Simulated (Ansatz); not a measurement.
C2H4FNOSi, SMILES `O[SiH]1C=C(F)N1`. Total charge 0; spin multiplicity 1.

```xyz
10

O    -0.730    0.282   -2.137
Si    0.059   -0.347   -0.856
C     1.027    0.660    0.320
C     0.170    0.175    1.240
F     0.194    0.289    2.557
N    -0.882   -0.525    0.662
H    -1.127    1.148   -2.026
H     0.602   -1.631   -1.338
H     1.857    1.329    0.460
H    -1.171   -1.380    1.117
```

List the harmonic frequencies (cm⁻¹, unscaled) at PBE0-D4/def2-TZVP in Ansatz. (Best estimate.)

The calculation gave: 120, 210, 339, 352, 451, 514, 617, 664, 673, 720, 738, 783, 809, 899, 950, 1027, 1085, 1208, 1366, 1623, 2282, 3306, 3586, 3911.

Is this a minimum?

Yes, all 24 modes are real.

Give the ideal-gas thermochemistry at 298.15 K and 1 bar (rigid rotor, harmonic oscillator; point group C1, symmetry number 1).

Zero-point energy 168.9 kJ/mol; H(298) − E = 187.7 kJ/mol; entropy 327.2 J/(mol·K), of which translation 166.9, rotation 112.3, vibration 48.0; G(298) − E = 90.2 kJ/mol.

And at 400, 500, 600, 800 and 1000 K?


```json
{"T (K)": "400", "H − E (kJ/mol)": "199.7", "S (J/mol/K)": "361.5", "G − E (kJ/mol)": "55.1"}
{"T (K)": "500", "H − E (kJ/mol)": "213.5", "S (J/mol/K)": "392.3", "G − E (kJ/mol)": "17.4"}
{"T (K)": "600", "H − E (kJ/mol)": "228.8", "S (J/mol/K)": "420.1", "G − E (kJ/mol)": "-23.3"}
{"T (K)": "800", "H − E (kJ/mol)": "262.6", "S (J/mol/K)": "468.6", "G − E (kJ/mol)": "-112.3"}
{"T (K)": "1000", "H − E (kJ/mol)": "299.3", "S (J/mol/K)": "509.5", "G − E (kJ/mol)": "-210.2"}
```
